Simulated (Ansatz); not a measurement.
Reaction (ligand exchange at the Si–C bond): `N#C[SiH2][GaH2]` + PH₃ → `P[SiH2][GaH2]` + `C#N`

Isolated molecules relaxed with PBE0-D4/def2-TZVP in Ansatz; ΔE leaves out vibrations. CCSD(T)/CBS adds triple-zeta CCSD(T) − MP2 to the extrapolated MP2 energy (def2 sets, frozen cores). This one scheme is used for every species. Functionals use def2-TZVPP. For Ga outer-core shells are correlated without core-valence functions, which leaves a few kJ/mol of doubt a bond. Scalar relativity is left out up to krypton. Each species was taken in one conformer, which may not be the lowest.

`N#C[SiH2][GaH2]`:

Cartesian coordinates in Å:
```
N 1.800 -2.366 0.366
C 1.169 -1.425 0.578
Si 0.137 0.090 0.834
Ga -0.876 0.793 -1.250
H 1.052 1.115 1.401
H -0.868 -0.272 1.867
H -1.791 2.067 -1.223
H -0.623 -0.001 -2.574
```

PH₃:

Cartesian coordinates in Å:
```
P 0.105 0.569 0.053
H -1.202 0.033 -0.089
H 0.470 -0.382 1.042
H 0.626 -0.219 -1.007
```

`P[SiH2][GaH2]`:

```xyz
9

P     1.446    1.279    0.622
Si   -0.344    0.494   -0.525
Ga   -0.390   -1.909   -0.306
H     0.912    0.921    1.889
H     0.978    2.618    0.699
H    -0.174    0.937   -1.936
H    -1.627    1.072   -0.027
H    -0.432   -2.544    1.134
H    -0.368   -2.870   -1.550
```

`C#N`:

Cartesian coordinates in Å:
```
C -0.020 0.013 0.008
N 0.891 -0.585 -0.346
H -0.870 0.571 0.338
```

```tsv
level	ΔE (kJ/mol)
B97M-V	17.6
revPBE	16.5
PBE0	16.1
r2SCANh	18.6
LC-ωPBE	19.1
CCSD/def2-SVP	24.4
HF/def2-TZVPP	34.3
CCSD/CBS(def2)	19.9
```

(1) What does CCSD(T)/CBS give? (Best estimate.)

(2) What do rigid-rotor, harmonic-oscillator terms from PBE0-D4/def2-TZVP frequencies (298.15 K, 1 bar) make of the CCSD(T)/CBS value? (Best estimate.)

Largest T1 diagnostic among the species: 0.014.

Results:

(1) Ansatz gave: +18.0 kJ/mol. The listed levels differ from it by -0.4, -1.5, -1.9, 0.6, 1.1, 6.4, 16.3, 1.9 kJ/mol.

(2) Ansatz gave: ΔZPE = +4.5 kJ/mol, ΔH = +22.3 kJ/mol, ΔS = -2 J/(mol·K), ΔG = +22.8 kJ/mol. Modes under 50 cm⁻¹ make the entropy rough.

The D4 term adds −5.0 kJ/mol with B3LYP and −2.6 kJ/mol with PBE0; it sums over pairs of atoms, weighted by their polarisabilities, and B3LYP, whose exchange is more repulsive, gets the larger term. At CCSD(T), def2-SVP lies +5.7 kJ/mol from the extrapolated value and def2-TZVPP +3.8 kJ/mol.

B3LYP here is the variant with VWN-RPA as its local correlation; programs differ in this.
